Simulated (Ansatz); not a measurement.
`[SiH3][AlH][SiH]1CO1`. The species carries charge 0 and has multiplicity 1.

| atom | x (Å) | y (Å) | z (Å) |
| --- | --- | --- | --- |
| Si1 | -1.7881 | -0.7255 | 1.4281 |
| Al2 | -0.5106 | 1.2970 | 0.8855 |
| Si3 | 0.9390 | 1.0489 | -1.0539 |
| C4 | 1.7557 | -0.5802 | -1.2690 |
| O5 | 0.5555 | -0.2942 | -2.0111 |
| H6 | -2.2763 | -0.7579 | 2.8354 |
| H7 | -0.9621 | -1.9441 | 1.1986 |
| H8 | -2.9774 | -0.8134 | 0.5325 |
| H9 | -0.5638 | 2.6431 | 1.7278 |
| H10 | 1.5321 | 2.1671 | -1.8387 |
| H11 | 1.6478 | -1.3867 | -0.5460 |
| H12 | 2.6482 | -0.6542 | -1.8890 |

Question: List the harmonic frequencies (cm⁻¹, unscaled) at PBE0-D4/def2-TZVP in Ansatz. (Estimate.)

Answer: Ansatz gave: 41, 42, 56, 131, 179, 320, 344, 422, 441, 472, 575, 602, 654, 711, 747, 824, 858, 930, 938, 1036, 1111, 1133, 1468, 1913, 2196, 2199, 2208, 2213, 3086, 3171.

Question: Is this a minimum?

Answer: Yes, all 30 modes are real.

Question: Give the ideal-gas thermochemistry at 298.15 K and 1 bar (rigid rotor, harmonic oscillator; point group C1, symmetry number 1).

Answer: Zero-point energy 185.5 kJ/mol; H(298) − E = 212.1 kJ/mol; entropy 404.2 J/(mol·K), of which translation 168.4, rotation 119.4, vibration 116.5; G(298) − E = 91.6 kJ/mol. Modes under 100 cm⁻¹ are hindered rotations or soft bends, so the harmonic entropy is rough.

Question: And at 400, 500, 600, 800 and 1000 K?

Answer: 
```csv
T (K),H − E (kJ/mol),S (J/mol/K),G − E (kJ/mol)
400,227.4,448.0,48.2
500,244.5,486.1,1.4
600,263.3,520.3,-48.9
800,304.6,579.6,-159.1
1000,349.7,629.9,-280.2
```
